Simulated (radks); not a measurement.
The numbers below are computed, except where a source is named.
The carbon ion C4+, [He]. Code: a radial shooting solver on a logarithmic mesh with Libxc functionals. Model: non-relativistic Kohn-Sham, r2SCAN, spin-polarised, spherical densities, point nucleus; meta-GGA in the generalised Kohn-Sham scheme. Every spin shell is full or empty, so the densities are truly spherical. Functionals are evaluated on that one density, not self-consistently. Rank these orbital-free kinetic functionals by their error against the exact value of the orbitals, and give that value: Thomas-Fermi, TF + vW, TF + vW/9, LC94, APBEK, revAPBEK, Perdew 92, Pearson, Ernzerhof.

Answer. Exact: 32.3682 hartree. From best to worst, with 100 (|E| - |E exact|)/|E exact| (equal figures are ties): APBEK +1.62, LC94 +1.76, TF + vW/9 +2.22, Perdew 92 +2.24, revAPBEK +2.51, Pearson -2.78, Ernzerhof +6.00, Thomas-Fermi -8.89, TF + vW +91.11.
